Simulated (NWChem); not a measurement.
Species: SeCl₃ cation; SMILES Cl[Se+](Cl)Cl

This build's default masses of Se (78.918 u) and Br (79.917 u) are each other's, which moves their modes by up to 0.6 %.

Problem. Give the equilibrium geometry at B3LYP/6-31G* (spherical d) (NWChem) as a Z-matrix, with the point group.

Solution. point group C3v; any orientation.
```
Se
Cl 1 2.1455
Cl 1 2.1455 2 102.55
Cl 1 2.1455 2 102.55 3 -106.12
```
